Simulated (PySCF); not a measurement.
Work out the structure from these simulated measurements.

Elements present: C, F, H and Si. Monoisotopic mass: 88.0145 u.

| Quantity | Value |
| --- | --- |
| Polarisability | 62.3 au [CAM-B3LYP/def2-SVPD] |
| UV, first state | lowest singlet excitation: 5.60 eV (221 nm, f = 0.000) [TDDFT CAM-B3LYP/def2-SVPD] |
| 1H NMR | chemical shifts (computed TMS as zero) by class: 5.33 (2 H), 2.05 (3 H) ppm [GIAO PBE/pcSseg-2] |
| Triplet | lowest triplet excitation (Tamm–Dancoff): 4.80 eV [TDA CAM-B3LYP/def2-SVPD] |
| NMR, other nuclei | isotropic shieldings of nuclei other than C and H, by class: 370 (1 F), 361 (1 Si) ppm [GIAO PBE/pcSseg-2] |
| Rotational structure | rotational constants A, B, C: 15.065, 1.519, 1.416 GHz [PBE0-D3(BJ)/def2-SVP] |
| Valence photoelectron | vertical ionisation energy: 10.24 eV [ΔSCF CAM-B3LYP/def2-SVPD] |
| 13C NMR | chemical shifts (computed TMS as zero) by class: 116.8 (1 C), 83.7 (1 C), 5.6 (1 C) ppm [GIAO PBE/pcSseg-2] |

The electronic properties come from PySCF, for the isolated species, density fitting. Levels stand in brackets. Geometry: PBE0-D3(BJ)/def2-SVP; no solvent, vibrations or thermal averaging. Each NMR value is the plain mean over a class of atoms that symmetry, rotation or inversion makes alike.

Question: Which formula fits the mass and the elements?

Answer: C3H5FSi (calculated 88.0145). No other formula that holds each of these elements comes within 0.0003 u with a fitting electron parity and a possible valence count.

Question: What is the compound? Reason from the data.

Answer: Numbering: `[CH3:1][C:2]#[C:3][SiH2:4][F:5]`. Its formula, C3H5FSi, gives 2 degrees of unsaturation: 0 rings and 2 π bonds in the structure found. 3 carbons fall into 3 classes; from least to most shielded: alkyne carbon [C2] (116.8 ppm), alkyne carbon [C3] (83.7 ppm), propargylic carbon [C1] (5.6 ppm). Hydrogen classes from least to most shielded: 2 H on a fluorine-bound silicon, Si4 (5.33 ppm), 3 H on a propargylic carbon, C1 (2.05 ppm). The other shieldings belong to: 370 ppm, silicon-bound fluorine [F5]; 361 ppm, fluorine-bound silicon [Si4]. The first electron is taken from the HOMO, whose largest Löwdin shares are 0.38 on an alkyne carbon, 0.35 on an alkyne carbon, 0.07 on the fluorine-bound silicon and 0.07 on the propargylic carbon. By its constants the optimised geometry is an asymmetric top. Structure: `CC#C[SiH2]F`. The assignments are read from this structure; whether some other isomer fits the data as well wasn't checked.
